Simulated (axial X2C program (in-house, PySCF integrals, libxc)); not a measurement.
# Curves of HDyH from open-shell CI on f10 s0

Computed with an axial X2C code built on PySCF integrals: two-component X2C with atomic mean-field Coulomb and Gaunt terms, basis H dyall-v3z, Dy dyall-v3z (cores contracted in-house). Orbitals come from Hartree–Fock averaged over the configuration Dy f10 s0; CI then distributes these electrons over the f, s shells of Dy.

Scan along the symmetric stretch (R is each bond); masses H 1.008 u, Dy 163.929 u, H 1.008 u. Energies in cm⁻¹ from the lowest point; levels are followed by energy order within each Ω. Lowest level at 2.227 Å: 100% f10.

| R (Å) | (1)Ω=8 | (1)Ω=7 | (1)Ω=6 | (1)Ω=5 | (1)Ω=4 | (1)Ω=3 | (1)Ω=2 |
| --- | --- | --- | --- | --- | --- | --- | --- |
| 2.071 | 1367 | 1689 | 1826 | 1900 | 1974 | 2063 | 2153 |
| 2.149 | 323 | 631 | 770 | 848 | 923 | 1008 | 1093 |
| 2.227 | 0 | 293 | 431 | 512 | 587 | 669 | 747 |
| 2.316 | 335 | 608 | 745 | 828 | 903 | 980 | 1052 |
| 2.405 | 1259 | 1512 | 1645 | 1730 | 1804 | 1877 | 1943 |
| 2.505 | 2830 | 3062 | 3191 | 3275 | 3348 | 3416 | 3476 |
| 2.628 | 5325 | 5533 | 5654 | 5738 | 5807 | 5870 | 5924 |

**Question.** Fit the curves (1)Ω=8, (1)Ω=7, (1)Ω=6, (1)Ω=5, (1)Ω=4, (1)Ω=3, (1)Ω=2 near their minima.

**Answer.** From the open-shell CI curves, Te from the lowest:

```json
{"level": "(1)Ω=8", "Te (cm⁻¹)": "0", "Re (Å)": "2.228", "ωe (cm⁻¹)": "1259.7"}
{"level": "(1)Ω=7", "Te (cm⁻¹)": "292", "Re (Å)": "2.231", "ωe (cm⁻¹)": "1254.5"}
{"level": "(1)Ω=6", "Te (cm⁻¹)": "431", "Re (Å)": "2.231", "ωe (cm⁻¹)": "1252.7"}
{"level": "(1)Ω=5", "Te (cm⁻¹)": "512", "Re (Å)": "2.231", "ωe (cm⁻¹)": "1252.1"}
{"level": "(1)Ω=4", "Te (cm⁻¹)": "587", "Re (Å)": "2.231", "ωe (cm⁻¹)": "1251.6"}
{"level": "(1)Ω=3", "Te (cm⁻¹)": "668", "Re (Å)": "2.231", "ωe (cm⁻¹)": "1250.7"}
{"level": "(1)Ω=2", "Te (cm⁻¹)": "746", "Re (Å)": "2.232", "ωe (cm⁻¹)": "1249.6"}
```

Without dynamic correlation distances can be off by several hundredths of an Å (long for ionic bonds, short for multiple bonds) and the wavenumbers are rough.

The 7 lowest curves are shown; the next is (1)Ω=1, from 805 cm⁻¹.

There is no dynamic correlation: spin–orbit spacings and, for f shells, spacings inside one term are the most reliable numbers, splittings between terms come out too wide, and energies between configurations are not reliable, so the lowest level need not be the ground state of the molecule. At most 4 roots were kept for each Ω > 0 (twice that for Ω = 0) within 2.2 eV of the lowest, so higher up levels can be missing between those listed; levels with Ω > 0 are doubly degenerate and listed once, Ω = 0 levels singly. States that fill the shells left empty in the average are placed too high. The molecule was held linear; bending was not examined.
